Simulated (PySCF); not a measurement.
The vertical singlet excitations below were computed for one of the candidates. Method used: PySCF 2.14.0, density-fitted response routines, TDDFT PBE0/def2-SVPD, vertical, gas phase, core orbitals frozen in the response. Geometries: GFN2-xTB, one conformer each.

```tsv
state	E (eV)	f	main configurations (H = HOMO, L = LUMO)
S1	7.75	0.011	H→L (93%)
S2	8.10	0.045	H-1→L (80%)
S3	8.25	0.018	H→L+1 (48%), H-1→L (14%), H-1→L+1 (9%)
S4	8.44	0.0055	H-1→L+1 (64%), H→L+1 (15%)
S5	8.48	0.020	H-2→L (72%), H-3→L (12%)
S6	8.78	0.0086	H-2→L+1 (46%), H→L+1 (12%), H-2→L+4 (9%)
```

Question: Which structure fits?
A. `CCCCS(=O)(=O)O`
B. `[C@@H]12[C@H]3[C@@H]1C[C@@H]2[C@H]3CC`
C. `C=C(C)/C=C\C(=C)C`
D. `CC1=CC=CC1(C)C`
E. `CC(=CC(C=C)=C)C`

Answer: A. Its S1, at 7.75 eV, is the highest among the candidates; the nearest of the others has S1 at 6.97 eV. S1 is HOMO→LUMO (93%). Löwdin shares by element: HOMO oxygen 87%, sulfur 4%; LUMO sulfur 34%, oxygen 26% or more, hydrogen 14% or more (atoms not listed hold the other 26%). At the same level the other candidates give, for their lowest levels:
- `C=C(C)/C=C\C(=C)C`: 5.00 eV (f 0.322); 5.33 eV (f 0.003); 6.26 eV (f 0.005); 6.29 eV (f 0.015); 6.43 eV (f 0.002); T1 3.31 eV; HOMO -6.65, LUMO -0.93 eV
- `CC1=CC=CC1(C)C`: 4.89 eV (f 0.090); 5.71 eV (f 0.002); 6.41 eV (f 0.003); 6.50 eV (f 0.003); 6.64 eV (f 0.003); T1 2.97 eV; HOMO -6.01, LUMO -0.39 eV
- `C=CC(=C)C=C(C)C`: 4.91 eV (f 0.093); 5.62 eV (f 0.260); 5.87 eV (f 0.164); 6.22 eV (f 0.006); 6.67 eV (f 0.002); T1 3.07 eV; HOMO -6.47, LUMO -0.86 eV
- `CC[C@@H]1[C@H]2C[C@@H]3[C@H]2[C@@H]31`: 6.97 eV (f 0.006); 7.25 eV (f 0.000); 7.34 eV (f 0.008); 7.44 eV (f 0.008); 7.54 eV (f 0.002); T1 6.88 eV; HOMO -7.11, LUMO 0.91 eV

Shape of the structure used: `[CH3:1][CH2:2][CH2:3][CH2:4][S:5](=[O:6])(=[O:7])[OH:8]`: C1–C2–C3–C4 -177°, C2–C3–C4–S5 63°, C3–C4–S5–O6 -93°, H–O8–S5–C4 136°.
Triplets come from the Tamm–Dancoff approximation.

Without π bonds the low states may be Rydberg-like; a valence basis with one diffuse set may place them up to an eV too high.
